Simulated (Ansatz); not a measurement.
F$_{3}$Si, doublet, at a GFN2-xTB geometry; Ansatz (a quantum-chemistry and plane-wave program) with MP2/6-311G**.

Ansatz was given this input:
Ansatz 0.2 input:
```yaml
crystal:
  periodic: [false, false, false]
  atoms:
    - {symbol: Si, position_ang: [0.25525364, 0.24331611, 0.24315598]}
    - {symbol: F, position_ang: [-0.69074141, -0.73372896, 1.06805322]}
    - {symbol: F, position_ang: [-0.73927609, 1.06837931, -0.68429241]}
    - {symbol: F, position_ang: [1.03295628, -0.71314208, -0.76200346]}
basis:
  gaussian:
    orbitals: 6-311G__.json
magnetization: {spin_polarized: true, initial_magnetization: 1}
correlation: {method: mp2, electrons: outside_noble_gas}
```
The basis file holds 6-311G** in the JSON format of the Basis Set Exchange.

It wrote (shortened):

```
Functional definition: HF
681 factors; integrals over basis functions are off by at most 3.4e-4 eV
mean field evaluation 1: about -15982.8834 eV, gradient 2.9e1 eV
mean field evaluation 2: about -15982.9071 eV, gradient 2.9e1 eV
mean field evaluation 4: about -15985.9163 eV, gradient 1.9e0 eV
mean field evaluation 8: about -15985.9713 eV, gradient 2.6e-1 eV
mean field evaluation 16: about -15985.9723 eV, gradient 2.1e-6 eV
mean field -15985.97233109 eV, -587.4736474862 hartree, gradient 2.1e-6 eV, S^2 0.752119; 0 other end points of the search recorded, 0 dependent functions left out
8 core orbitals not correlated
reference -15985.97233109 eV, -587.4736474862 hartree; 13, 12 occupied and 60, 61 virtual orbitals, 681 factors
second order -18.64306555 eV of doubles, -0.00000000 eV of singles
Total energy: -16004.61539664 eV, -588.1587675084 hartree
```
